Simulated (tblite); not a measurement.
C₅H₈OSi.
SMILES with atom numbers: `[CH3:1][O:2][C:3]1=[CH:4][SiH2:5][CH:6]=[CH:7]1` (hydrogens: H8, H9, H10 on C1; H11 on C4; H12, H13 on Si5; H14 on C6; H15 on C7)

Computed with GFN2-xTB (tblite), gas phase: L-BFGS steps from a force-field or distance-geometry start until the largest atomic force falls under 0.01 eV/Å.

Step 3: E = -558.2035 eV
```
atom  x, y, z in Å  |  force x, y, z in eV/Å
C1      2.5313    0.5955    0.2275    0.026  -0.159  -0.145
O2      1.3559    0.9483    0.9037   -0.400  -0.026   0.068
C3      0.2023    0.3250    0.5205   -0.097  -0.059  -0.036
C4      0.0109   -0.6011   -0.4423    0.196   0.101   0.087
Si5    -1.7790   -1.1053   -0.5277   -0.026   0.053   0.160
C6     -2.1391    0.0987    0.8755    0.148   0.001  -0.036
C7     -1.0176    0.7159    1.2618    0.032  -0.234  -0.296
H8      3.3506    1.1727    0.6502   -0.081   0.092   0.123
H9      2.4522    0.8246   -0.8397   -0.003  -0.047  -0.052
H10     2.7470   -0.4707    0.3548    0.007  -0.027  -0.059
H11     0.7677   -1.0130   -1.0812    0.295   0.135   0.062
H12    -2.4260   -0.7054   -1.7754   -0.069  -0.084  -0.046
H13    -2.0076   -2.4960   -0.1248   -0.055   0.019  -0.095
H14    -3.1079    0.2646    1.3034   -0.036   0.203   0.234
H15    -0.9452    1.4542    2.0434    0.063   0.032   0.029
```

Step 4: E = -558.2236 eV
```
atom  x, y, z in Å  |  force x, y, z in eV/Å
C1      2.5282    0.5930    0.2252   -0.063  -0.056  -0.025
O2      1.3468    0.9395    0.9008   -0.245   0.073   0.060
C3      0.1949    0.3241    0.5123    0.002  -0.056   0.106
C4      0.0156   -0.6071   -0.4428    0.219   0.056  -0.056
Si5    -1.7721   -1.1048   -0.5302   -0.079   0.076   0.239
C6     -2.1460    0.0945    0.8737    0.238   0.144   0.083
C7     -1.0191    0.7086    1.2557   -0.073  -0.129  -0.216
H8      3.3382    1.1767    0.6588   -0.080   0.057   0.071
H9      2.4512    0.8170   -0.8403   -0.004   0.032  -0.122
H10     2.7446   -0.4689    0.3480    0.054  -0.153   0.001
H11     0.7924   -0.9973   -1.0719    0.203   0.065   0.024
H12    -2.4256   -0.7170   -1.7654   -0.144   0.000  -0.236
H13    -2.0114   -2.4851   -0.1351   -0.064  -0.172  -0.024
H14    -3.1035    0.2850    1.3238    0.008   0.085   0.108
H15    -0.9385    1.4498    2.0371    0.029  -0.023  -0.014
```

Step 5: E = -558.2324 eV
```
atom  x, y, z in Å  |  force x, y, z in eV/Å
C1      2.5253    0.5915    0.2242   -0.095  -0.016   0.021
O2      1.3395    0.9363    0.8999   -0.038   0.122   0.049
C3      0.1916    0.3234    0.5106    0.017  -0.173   0.004
C4      0.0211   -0.6102   -0.4451    0.103   0.117   0.018
Si5    -1.7697   -1.1034   -0.5280   -0.077   0.055   0.142
C6     -2.1480    0.0944    0.8743    0.113   0.128   0.093
C7     -1.0199    0.7044    1.2507   -0.013   0.035  -0.052
H8      3.3305    1.1793    0.6640   -0.100   0.021   0.032
H9      2.4507    0.8138   -0.8425   -0.010   0.053  -0.085
H10     2.7443   -0.4706    0.3447    0.046  -0.132   0.025
H11     0.8074   -0.9885   -1.0668    0.189   0.010  -0.026
H12    -2.4277   -0.7227   -1.7642   -0.130   0.014  -0.221
H13    -2.0143   -2.4827   -0.1405   -0.062  -0.212   0.004
H14    -3.1004    0.2961    1.3351    0.044   0.029   0.042
H15    -0.9348    1.4468    2.0332    0.015  -0.052  -0.046
```

**Question.** Estimate the geometry and energy of step 6. (The exact step hangs on the optimiser's Hessian estimate; all steps are aligned on step 5, rigid shifts and turns removed.)

**Answer.** E = -558.2393 eV, largest force 0.173 eV/Å
```
atom  x, y, z in Å  |  force x, y, z in eV/Å
C1      2.5207    0.5896    0.2237   -0.071   0.015   0.043
O2      1.3329    0.9359    0.9001    0.100   0.080  -0.013
C3      0.1891    0.3191    0.5087    0.094  -0.019   0.109
C4      0.0272   -0.6105   -0.4464    0.007  -0.051  -0.133
Si5    -1.7690   -1.1012   -0.5240   -0.086  -0.008  -0.017
C6     -2.1492    0.0962    0.8765    0.021   0.085   0.067
C7     -1.0196    0.7024    1.2460    0.025   0.103   0.053
H8      3.3217    1.1820    0.6692   -0.113  -0.022  -0.011
H9      2.4499    0.8119   -0.8457   -0.019   0.053  -0.001
H10     2.7447   -0.4742    0.3423    0.010  -0.045   0.041
H11     0.8247   -0.9806   -1.0629    0.082   0.001  -0.003
H12    -2.4320   -0.7276   -1.7671   -0.070   0.002  -0.119
H13    -2.0180   -2.4846   -0.1452   -0.045  -0.167   0.009
H14    -3.0964    0.3065    1.3457    0.042  -0.005   0.002
H15    -0.9312    1.4431    2.0288    0.022  -0.022  -0.026
```

The energy changes by -0.0070 eV. The first-order estimate −F·Δx gives -0.0111 eV and the mean of the old and new forces, exact on a quadratic surface, -0.0070 eV. The step makes an angle of 56° with the force vector and moves no atom by more than 0.019 Å.

The cost below is that of the whole relaxation. Time: 0.13 s wall. Hardware: an Arm Neoverse V2 with one thread, shared host.
